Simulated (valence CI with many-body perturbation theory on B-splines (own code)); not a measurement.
Ga17+: electric-dipole lines

Computed by valence CI with perturbative core correlation (CI+MBPT): four valence electrons over a frozen Dirac-Fock core [Ne], radial functions for each j: 11 s, 11 p, 9 d, 7 f, 5 g, 2 h, 1 i, with the one-electron correlation potential Σ1, the two-electron term Σ2, the three-electron term Σ3, Breit, model QED; selected CI, second order for the rest (own B-spline code, finite nucleus).

No measured spectrum was set against this ion. As an estimate, levels of excited configurations hold to 0.05 to 0.15 % of their energy, terms of the ground configuration to about 0.5 %.

Lines 51 to 100 of 215 in falling wavelength, among levels below 1136900 cm⁻¹, chosen from the strongest by gf and those to the six lowest levels. Wavelengths and rates use the calculated energies, so an error of 300 cm⁻¹ moves a line at 22.87 nm by 0.069 % and its rate by three times that or more. Electric multipoles are in the length gauge, E1 and E2 with the static RPA response of the core. Weak lines are less certain than strong ones. Lines between different terms over intervals too small for the method are left out, as are lines whose strength nearly cancels. Where a level lies close to another of its J and parity, the split of strength between their lines is uncertain. The highest levels of a list are the least certain.

Names give the largest LS component (configuration and term), which can be under half, so a name can repeat, a term be missing and a line seem to break the LS rules; names also repeat where a configuration has a term twice. Letters in brackets count levels of one name in rising energy.

| λ vac (nm) | Upper | Lower | A (s⁻¹) | log gf | Branch % |
| --- | --- | --- | --- | --- | --- |
| 22.87 | 3s.3p2.3d 3D_2 [b] | 3s2.3p.3d 3P°_2 | 1.48e+09 | -1.24 | 2.9 |
| 22.65 | 3s.3p2.3d 3G_4 | 3s2.3p.3d 3F°_3 | 1.20e+10 | -0.08 | 91.9 |
| 22.59 | 3s.3p2.3d 3P_1 [a] | 3s.3p3 3S°_1 | 2.27e+09 | -1.28 | 3.5 |
| 22.43 | 3s.3p2.3d 3P_1 [b] | 3s2.3p.3d 3P°_2 | 3.28e+09 | -1.13 | 5.2 |
| 22.25 | 3s.3p3 3P°_0 | 3s2.3p2 3P_1 | 7.57e+09 | -1.25 | 100.0 |
| 22.17 | 3s.3p2.3d 3G_3 | 3s2.3p.3d 3F°_2 | 1.18e+10 | -0.21 | 74.8 |
| 22.09 | 3s.3p3 3P°_1 | 3s2.3p2 3P_1 | 4.92e+09 | -0.97 | 61.1 |
| 22.01 | 3s.3p3 3P°_2 | 3s2.3p2 3P_1 | 2.02e+08 | -2.13 | 3.0 |
| 21.95 | 3s.3p2.3d 3P_2 [b] | 3s2.3p.3d 3P°_2 | 1.12e+09 | -1.39 | 1.7 |
| 21.91 | 3s.3p2.3d 3D_3 [b] | 3s2.3p.3d 3P°_2 | 1.78e+09 | -1.05 | 4.7 |
| 21.90 | 3s.3p2.3d 3F_3 [b] | 3s2.3p.3d 3F°_4 | 1.02e+09 | -1.29 | 1.4 |
| 21.87 | 3s.3p2.3d 3D_2 [c] | 3s2.3p.3d 3D°_1 | 2.04e+09 | -1.14 | 3.1 |
| 21.82 | 3s.3p2.3d 1G_4 | 3s2.3p.3d 3F°_3 | 7.90e+08 | -1.29 | 10.0 |
| 21.69 | 3p4 3P_1 | 3s.3p3 3D°_2 | 4.40e+09 | -1.03 | 50.1 |
| 21.64 | 3s.3p2.3d 3D_2 [a] | 3s2.3p.3d 3F°_2 | 3.21e+09 | -0.95 | 6.8 |
| 21.51 | 3s.3p2.3d 1F_3 | 3s2.3p.3d 3F°_3 | 1.92e+09 | -1.03 | 4.5 |
| 21.48 | 3p4 3P_0 | 3s.3p3 3D°_1 | 9.71e+09 | -1.17 | 63.1 |
| 21.45 | 3s.3p2.3d 5F_1 | 3s.3p3 3D°_1 | 1.90e+09 | -1.41 | 36.0 |
| 21.42 | 3s.3p2.3d 3D_3 [a] | 3s2.3p.3d 3F°_2 | 9.21e+08 | -1.35 | 1.8 |
| 21.40 | 3p4 1D_2 | 3s.3p3 3D°_3 | 1.54e+09 | -1.28 | 15.8 |
| 21.29 | 3s.3p2.3d 3F_2 [b] | 3s2.3p.3d 3F°_3 | 1.77e+09 | -1.22 | 2.5 |
| 20.90 | 3s.3p3 1P°_1 | 3s2.3p2 1S_0 | 6.53e+09 | -0.89 | 9.6 |
| 20.90 | 3s.3p2.3d 3F_4 [b] | 3s2.3p.3d 3F°_4 | 2.60e+09 | -0.81 | 3.5 |
| 20.84 | 3s.3p3 1D°_2 | 3s2.3p2 3P_2 | 1.67e+08 | -2.26 | 2.1 |
| 20.80 | 3s.3p3 3P°_1 | 3s2.3p2 3P_0 | 2.07e+09 | -1.39 | 25.7 |
| 20.67 | 3s.3p2.3d 3F_3 [b] | 3s2.3p.3d 3F°_3 | 4.39e+09 | -0.71 | 6.1 |
| 20.57 | 3s.3p3 3S°_1 | 3s2.3p2 1D_2 | 7.27e+07 | -2.86 | 0.1 |
| 20.57 | 3s.3p2.3d 3F_2 [b] | 3s2.3p.3d 3F°_2 | 6.17e+09 | -0.71 | 8.6 |
| 20.10 | 3s.3p3 1D°_2 | 3s2.3p2 3P_1 | 3.17e+08 | -2.02 | 4.0 |
| 20.07 | 3s2.3p.3d 3F°_2 | 3s2.3p2 1D_2 | 1.22e+09 | -1.43 | 42.5 |
| 19.68 | 3s.3p2.3d 1P_1 | 3s2.3p.3d 3F°_2 | 1.08e+10 | -0.73 | 15.9 |
| 19.60 | 3s.3p2.3d 3D_2 [b] | 3s2.3p.3d 3F°_2 | 1.39e+09 | -1.40 | 2.7 |
| 19.53 | 3s.3p2.3d 3P_2 [b] | 3s2.3p.3d 3F°_3 | 2.84e+09 | -1.09 | 4.3 |
| 19.43 | 3s2.3p.3d 3F°_3 | 3s2.3p2 1D_2 | 4.87e+06 | -3.71 | 0.3 |
| 19.29 | 3s.3p2.3d 3G_3 | 3s.3p3 1D°_2 | 2.63e+09 | -0.99 | 16.6 |
| 19.24 | 3s.3p2.3d 3P_2 [a] | 3s.3p3 3P°_2 | 2.09e+09 | -1.24 | 3.3 |
| 19.18 | 3s.3p2.3d 3P_2 [a] | 3s.3p3 3P°_1 | 2.17e+09 | -1.22 | 3.4 |
| 19.17 | 3p4 3P_2 | 3s.3p3 5S°_2 | 1.51e+08 | -2.38 | 1.1 |
| 19.04 | 3s.3p2.3d 3D_2 [c] | 3s2.3p.3d 3F°_3 | 2.03e+10 | -0.26 | 30.8 |
| 19.02 | 3s2.3p.3d 3D°_1 | 3s2.3p2 1S_0 | 6.03e+07 | -3.01 | 0.1 |
| 18.71 | 3s.3p2.3d 3D_3 [a] | 3s.3p3 1D°_2 | 3.68e+09 | -0.87 | 7.3 |
| 18.68 | 3s.3p3 3S°_1 | 3s2.3p2 3P_2 | 5.09e+10 | -0.10 | 60.3 |
| 18.68 | 3s.3p3 1P°_1 | 3s2.3p2 1D_2 | 4.54e+10 | -0.15 | 66.6 |
| 18.51 | 3s.3p2.3d 3D_1 [c] | 3s2.3p.3d 3F°_2 | 2.44e+10 | -0.42 | 34.8 |
| 18.48 | 3s.3p2.3d 3P_1 [a] | 3s.3p3 3P°_2 | 1.33e+10 | -0.69 | 20.4 |
| 18.47 | 3s.3p2.3d 3D_2 [c] | 3s2.3p.3d 3F°_2 | 1.90e+10 | -0.31 | 28.7 |
| 18.31 | 3s.3p2.3d 3P_1 [a] | 3s.3p3 3P°_0 | 4.18e+09 | -1.20 | 6.4 |
| 18.27 | 3s2.3p.3d 3F°_2 | 3s2.3p2 3P_2 | 1.11e+09 | -1.55 | 38.9 |
| 18.22 | 3s.3p2.3d 1F_3 | 3s.3p3 1D°_2 | 7.74e+09 | -0.57 | 18.1 |
| 18.09 | 3s.3p3 3S°_1 | 3s2.3p2 3P_1 | 2.18e+10 | -0.49 | 25.8 |
